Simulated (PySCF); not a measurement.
**Cl²⁺ (chlorine, charge +2) across methods**

[Ne] 3s2 3p2 3d1, one real determinant (an excited configuration). Calculation: PySCF 2.14, in aug-cc-pV(T+d)Z (6s5p4d2f, 55 functions); the non-relativistic Hamiltonian (point nucleus). The B2PLYP total includes its PT2 part (frozen core); its orbital energies are those of the SCF part.

```tsv
method	E (hartree)	mean ε 3s β (eV)	mean ε 3p α (eV)	mean ε 3d α (eV)	Σ⟨r²⟩ (bohr²)	⟨S²⟩
r2SCAN	-458.0850	-44.134	-35.051	-16.721	17.32	3.750
PBE	-457.9519	-43.949	-34.447	-16.636	17.28	3.750
B2PLYP	-458.0089	-47.027	-38.126	-18.347	17.48	3.751
B3LYP	-458.1418	-45.529	-35.853	-17.361	17.33	3.750
M06-2X	-458.0969	-47.287	-37.902	-18.218	17.44	3.751
PBE0	-457.9755	-45.558	-36.387	-17.604	17.32	3.750
M06	-458.1076	-45.489	-35.864	-17.256	17.27	3.750
UHF	-457.50529	-48.827	-41.480	-19.752	17.74	3.751
LDA	-456.6283	-44.178	-34.405	-16.488	17.30	3.750
```

⟨L²⟩ = 7.96 against 12 for a pure F term, so this real determinant mixes terms. The outer electron is Rydberg-like, and this basis confines it to a smaller radius and binds it less than a complete one would.
